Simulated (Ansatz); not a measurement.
Two structures of ZnH$_{4}$SO$_{2}$, closed shell, reached by relaxing down either side of one saddle point (PBE0-D4/def2-TZVP). Energies are electronic, without zero-point energy. Computed with Ansatz 0.2.0 (basis: def2-TZVPP and def2-QZVPP); correlated methods freeze the cores. The 3s and 3p shells of Cu and Zn are frozen; filled d shells are correlated. Extrapolation: Hartree–Fock as exp(−7.88 √X), correlation as X^−2.97. First:

```xyz
8
angstrom
Zn 0.4967 0.0922 -0.5967
S 2.6331 0.2524 -0.2549
O -1.1666 0.1118 -1.3390
H -0.9197 0.3493 1.8398
O -0.7873 -0.3099 1.1535
H 2.5480 -0.3215 0.9574
H -1.2714 0.0648 -2.2880
H -1.5327 -0.2392 0.5280
```

Second:

Zn1  (-0.770, -0.045, -0.407)
S2  (1.755, 0.601, 0.355)
O3  (-0.953, -0.286, -2.168)
H4  (1.044, 0.454, 1.495)
O5  (-1.072, 0.028, 1.371)
H6  (2.180, -0.673, 0.372)
H7  (-0.212, 0.045, -2.679)
H8  (-1.973, -0.125, 1.661)
(Å)

Which bonds change from the first to the second?

ZnH₂SO ([OH][Zn][SH]) + H₂O → ZnH₂O₂ ([OH][Zn][OH]) + H₂S (still joined by a long Zn–S bond); bonds formed: S2–H4; dative contacts that become bonds: Zn1–O5; bonds broken: H4–O5; bonds weakened to dative contacts: Zn1–S2.

Give the saddle point's structure and its height above each. (Judge from chemistry; the value comes from the calculation.)

By the calculation: 26.86 kcal/mol above the first and 6.04 kcal/mol above the second (CCSD(T) at an estimated basis limit (MP2 extrapolated from triple and quadruple zeta, plus CCSD(T) − MP2 in triple zeta)).
Zn1  (-0.486, -0.045, -0.529)
S2  (1.700, 0.614, 0.525)
O3  (-1.054, -0.214, -2.218)
H4  (0.514, 0.337, 1.393)
O5  (-0.818, -0.161, 1.319)
H6  (2.158, -0.646, 0.605)
H7  (-0.389, 0.018, -2.868)
H8  (-1.624, 0.097, 1.772)
(Å)

The T1 diagnostic stays at or below 0.016.

Labels in which every atom is bracketed show which atoms are joined, not bond orders.

For scale, one of the runs: CCSD(T)/def2-TZVPP, 224 basis functions, launched by `ansatz run in.yaml --threads 8 --pin off --events-out ev --progress --plain --max-ram 19148MiB`. The run took 73 s on 8 CPU threads of an Arm Neoverse V1 (shared host), with 3.6 GiB of host memory at its peak.
